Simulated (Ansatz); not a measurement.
Two isomers of C2H6O2Si: A = `O/C=C/[SiH2]O`, B = `O[SiH]1CCO1`.

Program: Ansatz. Geometries: PBE0-D4/def2-TZVP. ΔE: electronic, gas phase. CBS: MP2 limit from def2 TZ/QZ plus the TZ coupled-cluster correction, frozen cores. DFT in def2-TZVPP. Each species was taken in one conformer, which may not be the lowest.

Which is lower in electronic energy at CCSD(T)/CBS, and by how much? (An estimate is asked.)

The calculation gave: B, by 124.3 kJ/mol.

Give E(B) − E(A) in kJ/mol with PBE-D4, HF/def2-TZVPP, B2PLYP, PBE0-D4, CCSD/def2-TZVPP, MP2/def2-TZVPP, ωB97M-V. (An estimate is asked.)

Computed: PBE-D4 -114.7, HF/def2-TZVPP -111.8, B2PLYP -117.5, PBE0-D4 -125.5, CCSD/def2-TZVPP -125.6, MP2/def2-TZVPP -131.7, ωB97M-V -127.0. None reverses the order clearly.

Largest T1 diagnostic: 0.013.

In def2-TZVPP, CCSD(T) changes the Hartree–Fock value by −11.9 kJ/mol (the triples alone add +1.9 kJ/mol) and MP2 by −20.0 kJ/mol. From PBE to PBE0 (25 % exact exchange), in def2-TZVPP and without D4, E(B) − E(A) moves by −11.0 kJ/mol.
